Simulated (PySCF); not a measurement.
Gas-phase reaction: GeHCl + HCl = GeH₂Cl₂

Method: PySCF energies (xtb for GFN2) plus ideal-gas RRHO corrections (1 bar). † marks an energy on the PBE0/def2-TZVP geometry and frequencies; other levels use their own. MP2 and CCSD(T) freeze the core. 6-31G* has spherical d functions here. All species are closed-shell singlets. B3LYP is the form with VWN-RPA correlation. Ge: all electrons, no relativistic terms. GeHCl: computed as isolated molecules; such fragments, hydroxides, amides, oligomers or adducts are transient or little studied in the gas. MP2 isn't extrapolated to the basis-set limit; its ΔH°(298 K) is -195.8 kJ in def2-SVP and -199.3 kJ in def2-TZVPP. CCSD(T) isn't extrapolated to the basis-set limit; its ΔH°(298 K) is -175.4 kJ in def2-SVP and -182.9 kJ in def2-TZVPP. The harmonic model lacks anharmonicity and excited electronic states, which grow with temperature; levels with a mode under 35 cm⁻¹ are left out.

```csv
level,"ΔE electronic, kJ","ΔH°(298 K), kJ","ΔS°(298 K), J/K","ΔG°(1200 K), kJ"
B3LYP/6-31G*,-164,-156,-150,21
CCSD(T)/def2-SVP†,-183,-175,-150,2
CCSD(T)/def2-TZVPP†,-191,-183,-150,-5
GFN2-xTB,-118,-110,-147,64
HF/def2-TZVP†,-184,-177,-150,1
MP2/def2-SVP†,-204,-196,-150,-18
PBE/def2-SVP,-178,-170,-150,6
PBE0/def2-QZVP†,-184,-176,-150,2
PBE0/def2-SVP†,-193,-185,-150,-7
r2SCAN/def2-TZVP†,-197,-189,-150,-12
ωB97M-V/def2-TZVP†,-181,-174,-150,4
```
ΔH° is lowest at MP2/def2-SVP† and highest at GFN2-xTB. No reference value is set beside these.
